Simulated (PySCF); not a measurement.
## InPb⁺: from constants to spectrum

UHF-CCSD(T) constants of InPb⁺, ³Π (triplet), unpaired electrons σ ↑, π ↑ (In cc-pVDZ-PP with ECP28, Pb cc-pVDZ-PP with ECP60; scalar-relativistic core potentials (PySCF 2.14); masses 114.9039 and 207.9766 u):

| Item | Value |
| --- | --- |
| ωe | 71.4 cm⁻¹ |
| ωexe | 0.214 cm⁻¹ |
| Be | 0.019998 cm⁻¹ |
| αe | 8.61e-05 cm⁻¹ |
| D (centrifugal) | 6.27e-09 cm⁻¹ |

Give the vibrational terms G(v) and spacings up to v = 6.

G(v) = ωe(v+½) − ωexe(v+½)².

```json
{"v": "0", "G(v) (cm⁻¹)": "35.6", "G(v) − G(v−1)": "", "Bv (cm⁻¹)": "0.01995"}
{"v": "1", "G(v) (cm⁻¹)": "106.6", "G(v) − G(v−1)": "71.0", "Bv (cm⁻¹)": "0.01987"}
{"v": "2", "G(v) (cm⁻¹)": "177.2", "G(v) − G(v−1)": "70.5", "Bv (cm⁻¹)": "0.01978"}
{"v": "3", "G(v) (cm⁻¹)": "247.3", "G(v) − G(v−1)": "70.1", "Bv (cm⁻¹)": "0.01970"}
{"v": "4", "G(v) (cm⁻¹)": "317.0", "G(v) − G(v−1)": "69.7", "Bv (cm⁻¹)": "0.01961"}
{"v": "5", "G(v) (cm⁻¹)": "386.2", "G(v) − G(v−1)": "69.3", "Bv (cm⁻¹)": "0.01952"}
{"v": "6", "G(v) (cm⁻¹)": "455.1", "G(v) − G(v−1)": "68.8", "Bv (cm⁻¹)": "0.01944"}
```

Correlated steps freeze 8 core orbitals. These are scalar-relativistic numbers at best; spin–orbit coupling would shift them, the dissociation energy most. The state was picked by a PBE0 search and need not be the measured ground state.
